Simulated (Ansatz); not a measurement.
`C[N](C)[W](=[O])(=[O])[F]` + H₂O → `[O]=[W](=[O])([OH])[F]` + `CNC` at 600 K and 1 bar (formal hydrolysis of a W–N bond).

Program: Ansatz. Geometries: PBE0-D4/def2-TZVP. ΔE: electronic, gas phase. CCSD(T)/CBS is the MP2 limit (def2-TZVPP, def2-QZVPP) plus CCSD(T) − MP2 in def2-TZVPP, frozen cores. This one scheme is used for every species. Elements past krypton have def2 core potentials. For W outer-core shells are correlated without core-valence functions, which leaves a few kJ/mol of doubt a bond. One conformer a species, not always the lowest.

```json
{"species": "`C[N](C)[W](=[O])(=[O])[F]`", "CCSD(T)/CBS energy (Eh)": "-451.69287", "H − E (kJ/mol)": "316.4", "S (J/(mol·K))": "518.0"}
{"species": "H₂O", "CCSD(T)/CBS energy (Eh)": "-76.37941", "H − E (kJ/mol)": "76.8", "S (J/(mol·K))": "212.8"}
{"species": "`[O]=[W](=[O])([OH])[F]`", "CCSD(T)/CBS energy (Eh)": "-393.06556", "H − E (kJ/mol)": "107.2", "S (J/(mol·K))": "406.6"}
{"species": "`CNC`", "CCSD(T)/CBS energy (Eh)": "-135.00321", "H − E (kJ/mol)": "284.6", "S (J/(mol·K))": "333.5"}
```

H − E and S are ideal-gas, rigid-rotor, harmonic terms from PBE0-D4/def2-TZVP, for one conformer and one mirror image of each species. 1 Eh = 2625.50 kJ/mol, R = 8.31446 J/(mol·K).

Task: By hand: ΔE, ΔH, ΔS and ΔG.

Result: ΔE = (-393.06556) + (-135.00321) − (-451.69287) − (-76.37941) = 0.00351 Eh = 9.2 kJ/mol. Δ(H − E) = 107.2 + 284.6 − 316.4 − 76.8 = -1.4, so ΔH = 7.8 kJ/mol. ΔS = 406.6 + 333.5 − 518.0 − 212.8 = 9.3 J/(mol·K). ΔG = 7.8 − 600 × (9.3)/1000 = 2.2 kJ/mol.

Task: By hand: the equilibrium constant, and the temperature at which ΔG would vanish if ΔH and ΔS stayed fixed.

Result: log₁₀ K = −ΔG/(RT ln 10) = -0.2. ΔG = 0 at ΔH/ΔS = 839 K, though so small a ΔH makes that figure unsure.

TΔS isn't small against ΔH here. The sign of ΔG lies within the doubt. A doubt of 5 kJ/mol in ΔE shifts log₁₀ K by 0.4 here. Other conformers and mirror images would add mixing entropy, several J/(mol·K) or more a flexible species. Modes under 60 cm⁻¹, often nearly free rotors, make the harmonic entropy too high. These are equilibria of isolated gas molecules and say nothing of rates. Largest T1 diagnostic: 0.023 (customary marks: 0.02 for closed shells, 0.045 for open ones).
